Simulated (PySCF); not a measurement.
Mapped SMILES: `[CH3:1][C:2]([CH3:3])([SiH3:4])[C:5](=[O:6])[SiH2:7][SiH3:8]`. Hydrogens are named by the atom that carries them.

PySCF calculation with coordinates at the GFN2-xTB level and shielding tensors at PBE0/pcSseg-1 (GIAO); single conformer, rapidly exchanging positions averaged, relativity neglected, gas phase.

Problem. Predict the 2D correlation tables (HSQC, COSY, HMBC).

Solution. 

HSQC (one-bond C–H):
| δH | δC |
| --- | --- |
| 1.47 (H(C1)/H(C3)) | 22.6 (C1/C3) |

COSY cross peaks (H two or three bonds apart, from the bond graph; peaks can be absent where the dihedral angle is near 90°):
| δH | δH |
| --- | --- |
| 4.33 (H(Si7)) | 3.55 (H(Si8)) |

HMBC (two and three bonds, from the bond graph):
| δH | δC |
| --- | --- |
| 4.33 (H(Si7)) | 251.3 (C5), 52.2 (C2) |
| 3.76 (H(Si4)) | 251.3 (C5), 52.2 (C2), 22.6 (C1/C3) |
| 3.55 (H(Si8)) | 251.3 (C5) |
| 1.47 (H(C1)/H(C3)) | 251.3 (C5), 52.2 (C2), 22.6 (C1/C3) |

Shifts are taken against calculated references (same method and geometry level): TMS for 1H, 13C.

Short H···H contacts in this conformer between protons four or more bonds apart (candidates for NOE cross peaks, intensity ∝ r⁻⁶): H(C3)···H(Si7) 2.39 Å, H(C3)···H(Si8) 2.70 Å.

Shifts are as computed. Against solution values, carbons near 30 ppm lie about +3 ppm off and those near 130 ppm about +5 ppm. Of 1211 compounds with measured shifts, 218 miss one by over three times the rms of a fit or turn the order of signals round; such compounds aren't used in these exercises.
